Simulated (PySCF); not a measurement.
## Dipole moment and polarisability of `O=C[SiH2]CO[SiH3]`

Compound: C2H8O2Si2.
Structure used (GFN2-xTB), in Å, numbered top down from 1:
```xyz
14
C2H8O2Si2 angstrom
O     -3.0763   -0.1308    1.3357
C     -3.0018   -0.0460    0.1364
Si    -1.3439    0.0416   -0.8387
C      0.0923   -0.0274    0.4051
O      1.2791    0.0387   -0.3559
Si     2.8164    0.0229    0.1600
H     -3.9398   -0.0148   -0.4594
H     -1.3432    1.3018   -1.5860
H     -1.3146   -1.1027   -1.7531
H      0.0648    0.8032    1.1185
H      0.0849   -0.9486    0.9974
H      3.0855    1.1540    1.0536
H      3.1156   -1.2115    0.8929
H      3.4805    0.1191   -1.1287
```

Level: CAM-B3LYP/def2-SVPD (PySCF), static field, nuclei fixed, core orbitals frozen in the response. The polarisability tensor in these axes (au):

```
x   99.01  0.38 -0.29
y    0.38 69.19 -0.95
z   -0.29 -0.95 82.67
```

Q: What are the eigenvalues, a third of the trace, and Δα (Δα² = ½Σ(αi − αj)² over the three pairs)?

A: Principal values 69.12, 82.73 and 99.02 au; mean 83.62 au = 12.39 Å³ = 13.79 × 10⁻⁴⁰ C²·m²/J; Δα = 25.93 au (31 % of the mean).

Q: What is the dipole moment, and where does it point?

A: (0.55, 0.09, -1.24) D, 1.36 D in size, pointing from the negative to the positive side. Measured along this direction, the outermost atoms are O1 at the negative end and H14 at the positive end.

Q: Sum over states: ᾱ = Σ f/ω², ω in Eh. What share falls to these 8 lowest TDDFT singlets (eV, f)? 3.24, 0.0003; 6.42, 0.0073; 6.59, 0.0513; 6.67, 0.0013; 7.01, 0.0012; 7.19, 0.0046; 7.20, 0.0143; 7.67, 0.0231.

A: They add up to 1.63 au, 1.9 % of the 83.62 au; the largest single term is 0.87 au, from the state at 6.59 eV. Terms in order: 0.02, 0.13, 0.87, 0.02, 0.02, 0.07, 0.20, 0.29 au. Higher excitations give the rest. The strengths listed sum to 0.103.

Q: Molar refractivity from α?

A: Lorentz–Lorenz: R = (4π/3)N_A α = 2.5225 cm³/(mol·Å³) × 12.39 Å³ = 31.3 cm³/mol, in the limit of long wavelengths.

Q: Orientational against electronic polarisability at 500 K (dilute gas, rigid molecules)?

A: In Gaussian units μ²/3kT = 8.95 Å³ against 12.39 Å³, a ratio of 0.72; the Debye molar polarisation (4π/3)N_A(α + μ²/3kT) is 53.8 cm³/mol, leaving out the vibrational part.

Isolated species at its GFN2-xTB geometry (one conformer only).
